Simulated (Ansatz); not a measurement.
Ansatz (a first-principles code) input (CCSD(T)/aug-cc-pV(D+d)Z):
A basis named .json is the Basis Set Exchange file of that set.

Ansatz 0.2 input:
```yaml
crystal:
  periodic: [false, false, false]
  atoms:
    - {symbol: Si, position_ang: [-0.00210251, -0.00002774, 0.00006766]}
    - {symbol: F, position_ang: [0.44536853, 1.41147324, -0.55833048]}
    - {symbol: F, position_ang: [0.45276099, -1.10838377, -1.03372633]}
    - {symbol: F, position_ang: [0.82601117, -0.24642141, 1.32764741]}
    - {symbol: C, position_ang: [-1.79383550, -0.05853278, 0.27330117]}
    - {symbol: H, position_ang: [-2.36196198, 0.81593085, 0.56480799]}
    - {symbol: H, position_ang: [-2.36285624, -0.97435851, 0.17412243]}
basis:
  gaussian:
    orbitals: aug-cc-pV_D+d_Z.json
magnetization: {spin_polarized: true, initial_magnetization: 1}
correlation: {method: ccsd_t, electrons: outside_noble_gas}
output: {forces: true}
```

End of the output:

```
cycle   9  -23.00203110 eV  change   -2.9e-5 eV  update   2.8e-5
cycle  10  -23.00203656 eV  change   -5.5e-6 eV  update   8.5e-6
cycle  11  -23.00203372 eV  change    2.8e-6 eV  update   3.3e-6
perturbative correction -0.55319458 eV, -0.0203295259 hartree
the calculation of the forces begins
0.82 GiB of device memory are held for the factors and their scratch space
Total energy: -17071.75904842 eV, -627.3755733754 hartree
Atom 0 at    -0.002103    -0.000028     0.000068 Å, force    -0.632859    -0.025607     0.124397 eV/Å
Atom 1 at     0.445369     1.411473    -0.558330 Å, force     0.260736     0.795768    -0.315261 eV/Å
Atom 2 at     0.452761    -1.108384    -1.033726 Å, force     0.265300    -0.625351    -0.584083 eV/Å
Atom 3 at     0.826011    -0.246421     1.327647 Å, force     0.482680    -0.135404     0.730438 eV/Å
Atom 4 at    -1.793835    -0.058533     0.273301 Å, force     0.130177     0.009799    -0.041433 eV/Å
Atom 5 at    -2.361962     0.815931     0.564808 Å, force    -0.252929     0.426459     0.138090 eV/Å
Atom 6 at    -2.362856    -0.974359     0.174122 Å, force    -0.253106    -0.445664    -0.052149 eV/Å
Dipole moment:    -0.492420    -0.016751     0.078064 e Å
```

It need not be the lowest isomer of its formula.
